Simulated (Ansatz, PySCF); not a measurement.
Spin states of COW (SMILES [O+]#[C-]->[W]), each relaxed with B3LYP-D3(BJ)/def2-TZVP.
State 1 (charge 0, multiplicity 5):
```json
[
 {"atom": "W", "x (Å)": "-1.0716", "y (Å)": "-0.8569", "z (Å)": "-0.9771"},
 {"atom": "O", "x (Å)": "0.8896", "y (Å)": "0.7569", "z (Å)": "0.7864"},
 {"atom": "C", "x (Å)": "0.1488", "y (Å)": "0.1474", "z (Å)": "0.1203"}
]
```
State 2 (charge 0, multiplicity 3):
```xyz
3

W     -1.0643    -0.8508    -0.9706
O      0.8843     0.7524     0.7816
C      0.1469     0.1457     0.1185
```

```tsv
level	energy of the multiplicity-3 state less that of the multiplicity-5 state (kJ/mol)	cost
SVWN5/def2-TZVPP	29.2	×0.1
CAM-B3LYP/def2-TZVPP	19.0	×0.7
CAM-B3LYP-D3(BJ)/def2-TZVPP	19.0	×0.7
CAM-B3LYP-D4/def2-TZVPP	19.0	×0.7
wB97X-V/def2-TZVPP	12.6	×2
```

The rows run from 12.6 (wB97X-V/def2-TZVPP) to 29.2 kJ/mol (SVWN5/def2-TZVPP). The dispersion term adds 0.0 in CAM-B3LYP-D3(BJ), 0.0 in CAM-B3LYP-D4. The 3 functionals in def2-TZVPP without D3 or D4 span 16.6, from wB97X-V to SVWN5.

Singlets are restricted, other states unrestricted; no spin–orbit coupling, no relativity up to Kr; see below for the cores. The largest T1 diagnostic is 0.052.

Doubts at one or more of the structures used: a spin-contaminated determinant (SVWN5/def2-TZVPP, CAM-B3LYP/def2-TZVPP, CAM-B3LYP-D3(BJ)/def2-TZVPP, CAM-B3LYP-D4/def2-TZVPP, wB97X-V/def2-TZVPP).

Programs: Ansatz (a first-principles code) with Gaussian orbitals; PySCF for the dispersion terms.  In def2 rows elements past Kr take small-core potentials, without spin–orbit coupling.

Costs are rough ratios of core time to PBE/def2-TZVPP (about 2.8 min over the structures, on one shared machine); a dash marks a level with no comparable run of its own.
